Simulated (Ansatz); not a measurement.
One change: `[SiH3]C(Cl)Cl` becomes `[SiH3]CC(Cl)Cl`.

Ansatz, PBE0-D4/def2-TZVP geometries, multiplicity 1. Each molecule was computed in one conformer, which needn't be the lowest.

| property | `[SiH3]C(Cl)Cl` |
| --- | --- |
| size of the dipole moment (ωB97M-V/def2-TZVPP) / D | 1.57 |
| size of the dipole moment (B3LYP/def2-TZVPP) / D | 1.55 |
| HOMO energy (PBE/def2-TZVPP) / eV | -6.87 |
| HOMO energy (PBE0/def2-TZVPP) / eV | -8.21 |
| HOMO–LUMO gap (PBE/def2-TZVPP) / eV | 5.38 |
| size of the dipole moment (PBE/def2-TZVPP) / D | 1.43 |

Problem. Give the same properties after the change, and the shifts. (Best estimate.)

Solution. Ansatz gave: 
| property | `[SiH3]CC(Cl)Cl` | shift |
| --- | --- | --- |
| size of the dipole moment (ωB97M-V/def2-TZVPP) / D | 1.66 | 0.09 |
| size of the dipole moment (B3LYP/def2-TZVPP) / D | 1.67 | 0.12 |
| HOMO energy (PBE/def2-TZVPP) / eV | -7.20 | -0.33 |
| HOMO energy (PBE0/def2-TZVPP) / eV | -8.60 | -0.39 |
| HOMO–LUMO gap (PBE/def2-TZVPP) / eV | 6.00 | 0.62 |
| size of the dipole moment (PBE/def2-TZVPP) / D | 1.59 | 0.16 |

With PBE0 the HOMO falls by 0.39 eV and the LUMO rises by 0.36 eV, so the gap widens by about 0.75 eV. PBE moves the HOMO by -0.33 eV and ωB97M-V by -0.41 eV. Dipoles are sizes alone; their direction can turn.

B3LYP here is the variant with VWN-RPA as its local correlation; programs differ in this.
